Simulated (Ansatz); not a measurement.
Geometry optimisation, RKS B3LYP/def2-SVP in Ansatz 0.2.0.

input.yaml

```yaml
crystal:
  periodic: [false, false, false]
  atoms:
    - { symbol: O, position_ang: [-1.0495, 0.719, 1.7793] }
    - { symbol: Si, position_ang: [0.2427, 0.5728, 0.7173] }
    - { symbol: F, position_ang: [1.4074, 1.7634, 0.8103] }
    - { symbol: Al, position_ang: [0.9011, -1.6281, 0.09] }
    - { symbol: Si, position_ang: [-0.2848, -0.0702, -1.3386] }
    - { symbol: H, position_ang: [-1.5383, 1.6116, 1.4584] }
    - { symbol: H, position_ang: [1.493, -3.0699, 0.393] }
    - { symbol: H, position_ang: [-1.6593, -0.3887, -1.5597] }
    - { symbol: H, position_ang: [0.5761, 0.4438, -2.367] }
basis:
  gaussian: { orbitals: def2-SVP }
hamiltonian:
  xc: b3lyp
relax:
  f_tol: 0.015
  max_steps: 40
```

Launched with:

```bash
$ ansatz run input.yaml --threads 2 --pin off --max-ram 3072MiB --backend cpu --events-out ev --progress --plain --runs-dir out
```

Q: Where does it end, and by what steps?

A: It converged. After 25 steps the energy has fallen by 0.716 eV; H8 moved furthest, 0.83 Å.

```tsv
step	energy less start (eV)	largest force component (eV/Å)	accepted
0	0.0000	3.456	yes
1	-0.3765	2.009	yes
2	-0.4770	1.763	yes
3	-0.6395	0.582	yes
4	-0.6171	0.688	no
5	-0.6640	0.165	yes
6	-0.6649	0.092	yes
7	-0.6671	0.056	yes
8	-0.6696	0.057	yes
9	-0.6657	0.331	no
10	-0.6762	0.089	yes
11	-0.6816	0.170	yes
12	-0.6931	0.251	yes
13	-0.6942	0.231	yes
14	-0.7062	0.225	yes
15	-0.7096	0.224	yes
16	-0.7122	0.172	yes
17	-0.7135	0.135	yes
18	-0.7144	0.069	yes
19	-0.7149	0.038	yes
20	-0.7152	0.038	yes
21	-0.7156	0.067	yes
22	-0.7158	0.057	yes
23	-0.7159	0.032	yes
24	-0.7160	0.017	yes
25	-0.7160	0.014	yes
```

```xyz
9
Properties=species:S:1:pos:R:3
O -0.713 0.667 1.973
Si 0.284 0.690 0.634
F 1.069 2.125 0.624
Al 0.828 -1.633 0.079
Si -0.489 -0.221 -1.400
H -1.378 1.365 2.057
H 1.359 -3.073 0.500
H -1.648 -0.143 -2.351
H 0.776 0.177 -2.134
```

The run took 48 s on 2 threads of Intel(R) Xeon(R) Platinum 8488C (Sapphire Rapids), on a shared host, peak memory 0.24 GiB.
